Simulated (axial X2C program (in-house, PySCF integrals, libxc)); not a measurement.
**Potential curves of CoB⁻, two-component**

All values were computed with an in-house all-electron X2C program for linear molecules (integrals from PySCF). Two-component (2c) means X2C with spin–orbit coupling and atomic mean-field two-electron Coulomb and Gaunt terms. Basis: Co dyall-acv3z [10s11p7d4f2g], B dyall-av3z [8s7p3d2f] (cores contracted in-house); Gaussian nuclei, density fitting, unrestricted open shells. Masses: Co 58.933 u, B 11.009 u.

State: Ω = 5/2 (⟨Sz⟩ = 0.50, ⟨Lz⟩ = 2.00 at PBE0). Energies in kJ/mol from the lowest point of each curve. Fits are polynomials in 1 − R0/R over 0.85 to 1.23 times the lowest point R0.

```tsv
R (Å)	PBE0
1.5242	48.71
1.5943	20.31
1.6469	8.14
1.6994	1.81
1.7520	0.00
1.8133	2.31
1.8746	8.26
1.9535	19.78
2.0498	37.71
2.1900	67.43
```

The state is a single determinant with fixed occupations, the lowest that a limited PBE0 search found. Density functionals use the spin component along the axis (collinear). The functionals have no current-density term, which raises determinants with orbital currents, atoms included. The highest occupied level of some functionals is positive through self-interaction error; at Hartree–Fock it is bound. The determinant is spin-polarised beyond a pure state at some levels (its spin-free form has ⟨S²⟩ too high), which makes Re and μ there less reliable.

(1) Fit the PBE0 curve near its minimum: give the equilibrium distance and the harmonic wavenumber.

Results:

(1) At PBE0, 2c: Re = 1.750 Å, ωe ≈ 625 cm⁻¹; Be follows as 0.593 cm⁻¹.
